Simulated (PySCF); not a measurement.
PySCF input for C₄H₉FSi, SMILES CC1(F)C[SiH2]C1, PBE-D3(BJ)/def2-SVP. Geometry optimised at PBE-D3(BJ)/def2-SVP. This is a generated structure with no PubChem entry under its InChIKey; it may be hypothetical.

```python
import numpy as np
from pyscf import gto, scf, dft, df
from pyscf.hessian import thermo

mol = gto.M(
    atom='''
    C     1.33213207    1.31900632    0.00000001
    C    -0.06426570    0.70776742    0.00000000
    F    -0.98348014    1.76913578   -0.00000001
    C    -0.29956846   -0.25861054   -1.19639559
    Si    0.09257369   -1.69526296   -0.00000000
    C    -0.29956849   -0.25861055    1.19639558
    H     1.46868984    1.94974846   -0.90051105
    H     1.46868982    1.94974846    0.90051107
    H     2.11616738    0.53506761    0.00000002
    H    -1.38340707   -0.27144791   -1.43374049
    H     0.27089423   -0.04624532   -2.12015221
    H     1.52645705   -2.14892974    0.00000001
    H    -0.81206525   -2.89610477   -0.00000000
    H     0.27089419   -0.04624532    2.12015222
    H    -1.38340710   -0.27144791    1.43374047
    ''',
    basis='def2-SVP',
    charge=0,
    spin=0,
    max_memory=1600,
    verbose=3,
)
mf = dft.RKS(mol, xc='pbe').density_fit(auxbasis='def2-universal-jkfit')
mf.disp = 'd3bj'
mf.grids.level = 3
mf.conv_tol = 1e-11
mf.max_cycle = 100
mf.kernel()

# analytic Hessian; the response equations are solved on a coarser grid
h, args, fine = mf.Hessian(), (mf.mo_energy, mf.mo_coeff, mf.mo_occ), mf.grids
h.max_memory = max(150, 2.5e-5 * df.make_auxmol(mol, mf.with_df.auxbasis).nao * mol.nelec[0] * (mol.nelec[0] + mol.nao))  # MB; small integral blocks
h1ao = h.make_h1(mf.mo_coeff, mf.mo_occ)
mf.grids = dft.Grids(mol).set(level=1).build(with_non0tab=True)
mo1, mo_e1 = h.solve_mo1(*args, h1ao)
mf.grids = fine
hess = h.hess_elec(*args, mo1, mo_e1, h1ao) + h.hess_nuc()
if mf.do_disp():
    hess += h.get_dispersion()
for i in range(mol.natm):  # the analytic DFT Hessian lacks the response of the grid: restore translational invariance
    hess[i, i] -= hess[i].sum(axis=0)
hess = (hess + hess.transpose(1, 0, 3, 2)) / 2
vib = thermo.harmonic_analysis(mol, hess, imaginary_freq=False)
thermo.dump_normal_mode(mol, vib)
th = thermo.thermo(mf, vib['freq_au'][vib['freq_au'] > 0], 298.15, 101325)
thermo.dump_thermo(mol, th)
g0 = mf.nuc_grad_method().set(verbose=0).kernel()

# dipole derivatives [dipole axis, atom, xyz] from the same response
r, irp = mol.intor('int1e_r'), mol.intor('int1e_irp').reshape(3, 3, mol.nao, mol.nao)
sl, dm0, ok = mol.aoslice_by_atom(), np.array(mf.make_rdm1()), []
dmu = np.einsum('a,xt->xat', mol.atom_charges(), np.eye(3))
for a, (_, _, p0, p1) in enumerate(sl):
    dmu[:, a] += 2 * np.einsum('xtij,ij->xt', irp[:, :, :, p0:p1], dm0.reshape(-1, mol.nao, mol.nao).sum(0)[:, p0:p1])
    for u, c, occ, f in [(mo1, mf.mo_coeff, mf.mo_occ, 4)]:
        dmu[:, a] -= f * np.einsum('tui,xuv,vi->xt', u[a], r, c[:, occ > 0], optimize=True)
L = vib['norm_mode']
ir = 974.8801 * (np.einsum('xat,kat->kx', dmu, L) ** 2).sum(1)       # km/mol
apt = np.einsum('xax->a', dmu) / 3
print('mode   freq/cm-1   IR/(km/mol)')
for k, w in enumerate(vib['freq_wavenumber']):
    print(f'{k + 1:4d} {w:11.2f} {ir[k]:13.3f}')
print('max |gradient| / (hartree/bohr):', abs(g0).max())
print('APT charges:', apt.round(4))
```

Log of the run:

```
converged SCF energy = -546.425501380731

WARN: DFTD3 does not support analytical Hessian, using finite difference


WARN: Mole.unit (angstrom) is changed to Bohr

Mode                                 0                   1                   2
Irrep
Freq [cm^-1]                      128.6527            252.0311            300.6600
Reduced mass [au]                   2.6944              1.0796              2.2152
Force const [Dyne/A]                0.0263              0.0404              0.1180
Char temp [K]                     185.1026            362.6167            432.5827
Normal mode                   x     y     z       x     y     z       x     y     z
       0   C                -0.00  0.11 -0.00   -0.00  0.00  0.04   -0.00 -0.00 -0.11
       1   C                 0.05  0.01  0.00    0.00 -0.00  0.00   -0.00  0.00  0.00
       2   F                -0.04 -0.06  0.00    0.00 -0.00 -0.02    0.00  0.00  0.11
       3   C                 0.09  0.00 -0.01   -0.04  0.00  0.01    0.08  0.00 -0.03
       4  Si                -0.08 -0.03  0.00   -0.00 -0.00 -0.02    0.00 -0.00  0.02
       5   C                 0.09  0.00  0.01    0.04 -0.00  0.01   -0.08 -0.00 -0.03
       6   H                -0.05  0.12 -0.00    0.25 -0.39 -0.20   -0.02 -0.20 -0.25
       7   H                -0.05  0.12  0.00   -0.25  0.39 -0.20    0.02  0.20 -0.25
       8   H                 0.05  0.17 -0.00    0.00  0.00  0.60   -0.00 -0.00  0.03
       9   H                 0.11  0.08 -0.11   -0.05  0.01  0.07    0.12 -0.01 -0.18
      10   H                 0.18 -0.03  0.04   -0.09  0.01 -0.02    0.21 -0.00  0.05
      11   H                -0.14 -0.21  0.00   -0.00 -0.00 -0.07    0.00  0.00  0.12
      12   H                -0.23  0.09 -0.00   -0.00  0.00  0.01    0.00 -0.00 -0.06
      13   H                 0.18 -0.03 -0.04    0.09 -0.01 -0.02   -0.21  0.00  0.05
      14   H                 0.11  0.08  0.11    0.05 -0.01  0.07   -0.12  0.01 -0.18
[...]
Char temp [K]                    1796.2030           1931.5706           1938.8496
Normal mode                   x     y     z       x     y     z       x     y     z
       0   C                 0.02  0.01  0.00   -0.13 -0.06  0.00   -0.00 -0.00  0.00
       1   C                -0.19 -0.08 -0.00    0.07  0.04 -0.00    0.00 -0.00  0.01
       2   F                 0.02 -0.00  0.00   -0.00 -0.00  0.00   -0.00  0.00 -0.00
       3   C                 0.04  0.03  0.00   -0.02 -0.01 -0.01    0.02  0.00  0.06
       4  Si                 0.00 -0.00  0.00   -0.00 -0.00 -0.00   -0.00  0.00 -0.00
       5   C                 0.04  0.03 -0.00   -0.02 -0.01  0.01   -0.02 -0.00  0.06
       6   H                 0.23  0.05  0.05    0.39  0.07  0.16    0.04 -0.01 -0.00
       7   H                 0.23  0.05 -0.05    0.39  0.07 -0.16   -0.04  0.01 -0.00
       8   H                 0.16  0.15 -0.00    0.32  0.38 -0.00    0.00  0.00 -0.05
       9   H                 0.00  0.20  0.17   -0.02 -0.08  0.04    0.12  0.06 -0.46
      10   H                -0.03 -0.21 -0.09    0.09  0.05  0.07   -0.41 -0.05 -0.24
      11   H                -0.00 -0.01  0.00   -0.00  0.01  0.00   -0.00  0.00  0.00
      12   H                -0.01  0.01  0.00    0.00 -0.01  0.00    0.00 -0.00 -0.00
      13   H                -0.03 -0.21  0.09    0.09  0.05 -0.07    0.41  0.05 -0.24
      14   H                 0.00  0.20 -0.17   -0.02 -0.08 -0.04   -0.12 -0.06 -0.46
Mode                                27                  28                  29
Irrep
Freq [cm^-1]                     1375.0113           1402.3907           1417.9572
Reduced mass [au]                   1.1172              1.0517              1.0680
Force const [Dyne/A]                1.2445              1.2186              1.2651
Char temp [K]                    1978.3352           2017.7279           2040.1247
Normal mode                   x     y     z       x     y     z       x     y     z
       0   C                 0.03 -0.01  0.00    0.00 -0.00  0.04    0.01 -0.04 -0.00
       1   C                -0.02  0.03  0.00    0.00 -0.00  0.04    0.02 -0.04 -0.00
       2   F                 0.00 -0.00  0.00   -0.00  0.00 -0.00   -0.00  0.01  0.00
       3   C                -0.01 -0.01 -0.05   -0.00 -0.00 -0.01    0.00  0.01  0.02
       4  Si                -0.00 -0.00 -0.00    0.00  0.00  0.00    0.00  0.00 -0.00
       5   C                -0.01 -0.01  0.05    0.00  0.00 -0.01    0.00  0.01 -0.02
       6   H                -0.10  0.16  0.09    0.44 -0.20 -0.04    0.02  0.49  0.36
       7   H                -0.10  0.16 -0.09   -0.44  0.20 -0.04    0.02  0.49 -0.36
       8   H                -0.11 -0.15 -0.00   -0.00 -0.00 -0.69   -0.23 -0.26  0.00
       9   H                -0.11 -0.03  0.43   -0.01 -0.00  0.04    0.04 -0.00 -0.14
      10   H                 0.37  0.05  0.21    0.03 -0.01  0.01   -0.11 -0.03 -0.06
      11   H                 0.00 -0.00  0.00   -0.00 -0.00 -0.00    0.00 -0.01 -0.00
      12   H                -0.00 -0.00  0.00   -0.00  0.00 -0.01   -0.00  0.01  0.00
      13   H                 0.37  0.05 -0.21   -0.03  0.01  0.01   -0.11 -0.03  0.06
      14   H                -0.11 -0.03 -0.43    0.01  0.00  0.04    0.04 -0.00  0.14
Mode                                30                  31                  32
Irrep
Freq [cm^-1]                     2161.0359           2173.0093           2976.4629
Reduced mass [au]                   1.0303              1.0530              1.0359
Force const [Dyne/A]                2.8350              2.9295              5.4073
Char temp [K]                    3109.2496           3126.4765           4282.4675
Normal mode                   x     y     z       x     y     z       x     y     z
       0   C                -0.00  0.00  0.00    0.00 -0.00  0.00    0.05  0.02  0.00
       1   C                -0.00 -0.00 -0.00    0.00  0.00  0.00   -0.00 -0.00 -0.00
       2   F                -0.00  0.00 -0.00   -0.00 -0.00 -0.00   -0.00 -0.00 -0.00
       3   C                 0.00 -0.00  0.00    0.00 -0.00  0.00    0.00 -0.00  0.00
       4  Si                -0.01  0.03  0.00    0.04  0.01  0.00    0.00 -0.00 -0.00
       5   C                 0.00 -0.00 -0.00    0.00 -0.00 -0.00    0.00 -0.00 -0.00
       6   H                 0.00 -0.00  0.00   -0.00  0.00  0.00   -0.06 -0.31  0.45
       7   H                 0.00 -0.00 -0.00   -0.00  0.00 -0.00   -0.06 -0.31 -0.45
       8   H                 0.00  0.00  0.00   -0.00 -0.00  0.00   -0.41  0.43  0.00
       9   H                -0.00  0.00 -0.00    0.00 -0.00  0.00   -0.01  0.00 -0.00
      10   H                -0.00  0.00  0.00   -0.00  0.00 -0.00    0.01  0.00 -0.01
      11   H                 0.71 -0.21 -0.00   -0.60  0.20  0.00   -0.00 -0.00  0.00
      12   H                -0.40 -0.51 -0.00   -0.44 -0.59 -0.00   -0.00  0.00 -0.00
      13   H                -0.00  0.00 -0.00   -0.00  0.00  0.00    0.01  0.00  0.01
      14   H                -0.00  0.00  0.00    0.00 -0.00 -0.00   -0.01  0.00  0.00
Mode                                33                  34                  35
Irrep
Freq [cm^-1]                     3006.7108           3010.9127           3072.4633
Reduced mass [au]                   1.0609              1.0614              1.1033
Force const [Dyne/A]                5.6506              5.6695              6.1362
Char temp [K]                    4325.9874           4332.0330           4420.5906
Normal mode                   x     y     z       x     y     z       x     y     z
       0   C                 0.00  0.00  0.00    0.00  0.00 -0.00    0.04 -0.08 -0.00
       1   C                -0.00  0.00  0.00   -0.00  0.00 -0.00    0.00 -0.00 -0.00
       2   F                 0.00 -0.00  0.00    0.00 -0.00 -0.00   -0.00  0.00  0.00
       3   C                -0.03  0.00 -0.04   -0.03  0.00 -0.04   -0.00 -0.00  0.00
       4  Si                -0.00 -0.00  0.00   -0.00 -0.00 -0.00    0.00  0.00 -0.00
       5   C                 0.03 -0.00 -0.04   -0.03  0.00  0.04   -0.00 -0.00 -0.00
       6   H                -0.00  0.00 -0.00   -0.00 -0.01  0.01    0.05  0.22 -0.34
       7   H                 0.00 -0.00 -0.00   -0.00 -0.01 -0.01    0.05  0.22  0.34
       8   H                -0.00  0.00  0.00   -0.01  0.01 -0.00   -0.53  0.53 -0.00
       9   H                 0.57  0.01  0.12    0.56  0.01  0.12    0.01 -0.00  0.00
      10   H                -0.20 -0.07  0.29   -0.20 -0.07  0.30    0.01  0.00 -0.02
      11   H                 0.00 -0.00  0.00    0.00 -0.00 -0.00   -0.00 -0.00 -0.00
      12   H                 0.00  0.00 -0.00    0.00  0.00  0.00   -0.00 -0.00  0.00
      13   H                 0.20  0.07  0.29   -0.20 -0.07 -0.30    0.01  0.00  0.02
      14   H                -0.57 -0.01  0.12    0.56  0.01 -0.12    0.01 -0.00 -0.00
Mode                                36                  37                  38
Irrep
Freq [cm^-1]                     3079.0618           3084.8987           3085.7338
Reduced mass [au]                   1.1051              1.1059              1.1055
Force const [Dyne/A]                6.1728              6.2007              6.2017
Char temp [K]                    4430.0845           4438.4824           4439.6839
Normal mode                   x     y     z       x     y     z       x     y     z
       0   C                 0.00 -0.00  0.09    0.00 -0.00  0.00   -0.00  0.00  0.01
       1   C                -0.00 -0.00  0.00    0.00  0.00  0.00   -0.00 -0.00  0.00
       2   F                 0.00  0.00 -0.00   -0.00  0.00 -0.00    0.00 -0.00 -0.00
       3   C                 0.01  0.00 -0.00    0.05  0.01 -0.03   -0.05 -0.01  0.03
       4  Si                -0.00  0.00  0.00    0.00 -0.00 -0.00   -0.00  0.00 -0.00
       5   C                -0.01 -0.00 -0.00    0.05  0.01  0.03    0.05  0.01  0.03
       6   H                 0.08  0.38 -0.54    0.00  0.00 -0.01    0.01  0.04 -0.06
       7   H                -0.08 -0.38 -0.54    0.00  0.00  0.01   -0.01 -0.04 -0.06
       8   H                -0.00  0.00  0.01   -0.02  0.02  0.00    0.00 -0.00  0.00
       9   H                -0.04  0.00 -0.01   -0.35 -0.00 -0.08    0.34  0.00  0.08
      10   H                -0.03 -0.01  0.05   -0.29 -0.11  0.47    0.29  0.11 -0.47
      11   H                 0.00 -0.00 -0.00   -0.00  0.00  0.00    0.00 -0.00  0.00
      12   H                -0.00 -0.00 -0.00   -0.00 -0.00 -0.00    0.00  0.00 -0.00
      13   H                 0.03  0.01  0.05   -0.29 -0.11 -0.47   -0.29 -0.11 -0.47
      14   H                 0.04 -0.00 -0.01   -0.35 -0.00  0.08   -0.34 -0.00  0.08
temperature 298.1500 [K]
pressure 101325.00 [Pa]
Rotational constants [GHz] 4.74346 2.10957 2.04064
Symmetry number 1
Zero-point energy (ZPE) 0.11517 [Eh]   302380.997 [J/mol]
                           tot       elec      trans        rot        vib
Entropy [J/mol/K]       339.066      0.000    166.693    113.622     58.751
Cv [J/mol/K]            119.235      0.000     12.472     12.472     94.292
Cp [J/mol/K]            127.550      0.000     20.786     12.472     94.292
Internal energy [J/mol]                      3718.434   3718.434 313676.233
Internal energy [Eh]   -546.30320  -546.42550
Enthalpy [J/mol]                             6197.391   3718.434 313676.233
Enthalpy [Eh]          -546.30225
Gibbs free energy [J/mol]                  -43502.161 -30157.916 296159.667
Gibbs free energy [Eh] -546.34076
mode   freq/cm-1   IR/(km/mol)
   1      128.65         1.445
   2      252.03         0.058
   3      300.66         0.942
   4      322.83         3.664
   5      403.40         9.159
   6      415.59         0.259
   7      441.84         6.569
   8      484.14         0.152
   9      509.07        12.687
  10      641.36         2.319
  11      687.85         1.080
  12      722.95        53.035
  13      763.85        31.179
  14      765.73        22.359
  15      844.81         8.552
  16      896.57        74.645
  17      912.47         7.728
  18      925.75        60.406
  19      945.66        48.127
  20      984.15         9.273
  21     1042.33         5.772
  22     1044.04         3.527
  23     1163.53        23.633
  24     1170.75       111.938
  25     1248.42        10.058
  26     1342.51        23.453
  27     1347.57        13.422
  28     1375.01         3.103
  29     1402.39         1.556
  30     1417.96         1.952
  31     2161.04       101.396
  32     2173.01       116.475
  33     2976.46         7.916
  34     3006.71         5.040
  35     3010.91         1.179
  36     3072.46        12.445
  37     3079.06         7.844
  38     3084.90         3.053
  39     3085.73        10.321
max |gradient| / (hartree/bohr): 0.00021938614956270834
APT charges: [-3.320e-02  6.316e-01 -5.556e-01 -2.916e-01  9.629e-01 -2.916e-01
  3.000e-04  3.000e-04  1.550e-02  1.410e-02  7.900e-03 -2.425e-01
 -2.403e-01  7.900e-03  1.410e-02]
```

The calculation finished and met its thresholds.
